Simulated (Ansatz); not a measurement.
Computed with Ansatz on PBE0-D4/def2-TZVP structures; ΔE is electronic, products minus reactants. CCSD(T)/CBS is the MP2 limit (def2-TZVPP, def2-QZVPP) plus CCSD(T) − MP2 in def2-TZVPP, frozen cores. DFT in def2-TZVPP. B3LYP here is the variant with VWN-RPA as its local correlation; programs differ in this. One conformer a species, not always the lowest.

Consider the isomerisation: `O[SiH2][SiH2]CCl` → `[SiH3]CO[SiH2]Cl`.

`O[SiH2][SiH2]CCl`:

Cartesian coordinates in Å:
```
O 0.745 2.772 0.139
Si 0.130 1.360 0.745
Si 0.325 -0.414 -0.788
C -0.861 -1.804 -0.299
Cl -0.571 -2.241 1.412
H 1.694 2.830 0.027
H 0.790 0.998 2.030
H -1.309 1.628 0.996
H 1.709 -0.964 -0.820
H -0.027 0.032 -2.168
H -1.903 -1.492 -0.381
H -0.722 -2.705 -0.895
```

`[SiH3]CO[SiH2]Cl`:

Cartesian coordinates in Å:
```
Si -0.248 -0.657 2.034
C -0.410 -0.466 0.160
O 0.423 0.607 -0.269
Si 0.691 0.959 -1.838
Cl -1.061 1.484 -2.777
H -1.125 -1.777 2.469
H -0.670 0.597 2.707
H 1.161 -0.963 2.389
H -0.126 -1.403 -0.337
H -1.455 -0.267 -0.109
H 1.210 -0.223 -2.566
H 1.610 2.111 -1.863
```

| level | ΔE (kJ/mol) |
| --- | --- |
| B3LYP-D4 | -86.3 |
| ωB97M-V | -90.1 |
| B2PLYP | -89.7 |
| MP2/def2-TZVPP | -89.0 |
| CCSD/def2-TZVPP | -88.0 |
| CCSD(T)/def2-TZVPP | -85.0 |
| MP2/CBS(def2) | -86.7 |
| CCSD/CBS(def2) | -85.7 |

Problem. What does CCSD(T)/CBS give? (Estimate.)

Solution. Ansatz gave: -82.7 kJ/mol. The listed levels differ from it by -3.6, -7.4, -7.0, -6.3, -5.3, -2.3, -4.0, -3.0 kJ/mol.

Largest T1 diagnostic among the species: 0.011.

From PBE to PBE0 (25 % exact exchange), in def2-TZVPP and without D4, ΔE moves by −5.6 kJ/mol. In def2-TZVPP, CCSD(T) changes the Hartree–Fock value by +23.0 kJ/mol (the triples alone add +3.0 kJ/mol) and MP2 by +19.0 kJ/mol.
